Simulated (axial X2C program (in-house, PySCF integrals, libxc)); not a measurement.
## TiBr at several levels of theory

Calculated with an in-house all-electron X2C program for linear molecules (integrals from PySCF). Spin-free means the one-electron spin-free X2C Hamiltonian; two-component (2c) means X2C with spin–orbit coupling and atomic mean-field two-electron Coulomb and Gaunt terms, so the difference of the two also holds small scalar two-electron terms. Basis: Br dyall-cv3z [8s9p6d4f1g], Ti dyall-cv3z [10s10p6d4f2g] (cores contracted in-house); Gaussian nuclei, density fitting, unrestricted open shells. Masses: Br 78.918 u, Ti 47.948 u.

Input file and command:
```json
{"zs": [35, 22], "q": 0, "bas": ["dyall-cv3z", "dyall-cv3z"], "levels": ["PBE0", "HF", "M06"], "cc": true, "r0": 2.5, "thr": -1.0, "nmax": 90, "npts": 10, "nst": 2, "ntry": 6}
```
```bash
python so2c.py task.json out
```

Keys: zs atomic numbers; q charge; bas basis sets; levels methods; cc coupled cluster on or off; r0 starting distance in Å; thr threshold in hartree for freezing inner shells (an s shell follows its p shell); nmax most natural virtual spinors; npts points on the curve; nst determinants followed; ntry starts of the search. HF also brings MP2.

State, spin-free: M_S = 3/2, Λ = 3 (beyond evenly filled blocks: σα, π+α, δ+α); electrons by block: σα: 14, σβ: 13, π+α: 7, π+β: 6, π-α: 6, π-β: 6, δ+α: 2, δ+β: 1, δ-α: 1, δ-β: 1. Fragments: Br + Ti.

State, 2c: Ω = 3/2 (⟨Sz⟩ = -1.50, ⟨Lz⟩ = 3.00 at PBE0); electrons by block: 1/2: 20, -1/2: 20, 3/2: 8, -3/2: 7, 5/2: 1, -5/2: 1. Fragments: Br + Ti.

```tsv
Hamiltonian	level	Re (Å)	ωe (cm⁻¹)	ωexe (cm⁻¹)	αe (cm⁻¹)	De (eV)	D0 (eV)	μ (D)
spin-free	PBE0	2.400	310.4	0.891	0.000402	4.09	4.07	4.03
spin-free	HF	2.523	284.1	0.786	0.000355	3.22	3.21	3.97
spin-free	MP2	2.470	293.6	0.796	0.000365	3.78	3.76	n/a
spin-free	CCSD	2.462	296.2	0.794	0.000367	3.47	3.45	n/a
spin-free	CCSD(T)	2.458	296.7	0.795	0.000369	3.54	3.52	n/a
spin-free	M06	2.396	318.4	0.92	0.000395	3.46	3.44	4.51
2c	PBE0	2.401	310.4	0.893	0.000402	n/a	n/a	4.01
2c	HF	2.523	284.0	0.787	0.000356	n/a	n/a	3.96
2c	MP2	2.470	293.7	0.797	0.000365	n/a	n/a	n/a
2c	CCSD	2.463	295.4	0.728	0.000374	n/a	n/a	n/a
2c	CCSD(T)	2.458	295.8	0.73	0.000377	3.40	3.38	n/a
```

Correlated methods: 11 electrons correlated (number of frozen shells: Br 3 s, 2 p, 1 d; Ti 3 s, 2 p), 295 virtual spin orbitals or spinors in MP2, 90 natural virtuals in coupled cluster.

Dipoles are positive if Ti is the positive end.

The state is a single determinant with fixed occupations, the lowest that a limited PBE0 search found. Dissociation energies refer to the lowest single-determinant-based atoms at the same level and basis. De is not given where an atomic determinant may have missed its ground term or J level, or where the truncated virtual space spoils (T). Density functionals use the spin component along the axis (collinear). Coupled cluster ran in a truncated set of natural virtual spinors; the MP2 energy of the rest was added. (T) has no such correction and the atoms are truncated less, which lowers De at CCSD(T) by a hundredth of an eV or more. In 2c an atomic determinant is not the ground J level, so De misses part of the atomic spin–orbit lowering. This holds for CCSD(T). PBE0 can misorder states that lie within some tenths of an eV, so this need not be the ground state of the molecule. The nearest other spin-free determinant of the search, M_S = 3/2, Λ = 0, lies 0.05 eV up at the distance of the search. The functionals have no current-density term, which raises determinants with orbital currents, atoms included. With several unpaired electrons one determinant need not be a pure state. The outer-core s and p shells of the metal are frozen in the correlated rows, which leaves out core–valence correlation; for alkali and alkaline-earth bonds that tends to lengthen them. With the outer-core shells frozen, correlated bond lengths of heavy atoms tend to come out a few hundredths of an ångström too long.

No reliable constants came from M06 (2c): no minimum in range, unconverged points, a curve that is not smooth, a change of character along it, or the two Hamiltonians disagreeing along it.

Rough cost a point (2c) on 1 thread(s) of a shared host, integrals apart: PBE0 0.9 s, HF 0.9 s, CCSD(T) 6 s.

The whole task took 3.8 min on 1 thread of Arm Neoverse V1 (shared host).
